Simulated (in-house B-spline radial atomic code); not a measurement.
Fe is squeezed into an impenetrable sphere of radius R (the orbitals vanish at R). Method: scalar-relativistic (X2C) Hartree-Fock, spin-polarised, averaged over the determinants with the given up and down occupations, Fermi nucleus of rms radius 3.7377 fm. Calculated with a B-spline radial code for spherical atoms.

Energies in eV above the free atom in [Ar] 3d6 4s2:

| R (bohr) | highest level (eV) | [Ar] 3d6 4s2 | [Ne] 3s2 3p5 3d7 4s2 | [Ne] 3s2 3p5 3d6 4s2 4d1 |
| --- | --- | --- | --- | --- |
| 9.54 | -6.63 | 0.0269 | 55.31 | 63.02 |
| 5.62 | -5.23 | 1.758 | 56.98 | 69.27 |
| 4.94 | -3.97 | 3.646 | 58.84 | 73.56 |
| 4.24 | -1.33 | 8.009 | 63.18 | 82.22 |
| 3.45 | 5.75 | 21.27 | 76.52 | 105.1 |
| 2.85 | 19.3 | 49.88 | 105.6 | 148.9 |
| 2.74 | 23.4 | 59.23 | 115.1 | 162.4 |
| 2.28 | 52.6 | 130.5 | 188 | 260 |
| 1.62 | 190 | 543.1 | 606.9 | 766.5 |
| 1.37 | 333 | 1055 | 1122 | 1359 |

(1) Does [Ne] 3s2 3p5 3d7 4s2 fall below [Ar] 3d6 4s2 under compression?

(2) Does [Ne] 3s2 3p5 3d6 4s2 4d1 fall below [Ar] 3d6 4s2 under compression?

The highest level is first positive in the row R = 3.45 bohr, pushed up by confinement above the zero of the free ion's potential. Each configuration is held fixed and needn't be the lowest in the sphere.

Answers

(1) No, it stays above over the whole range.

(2) No, it stays above over the whole range.
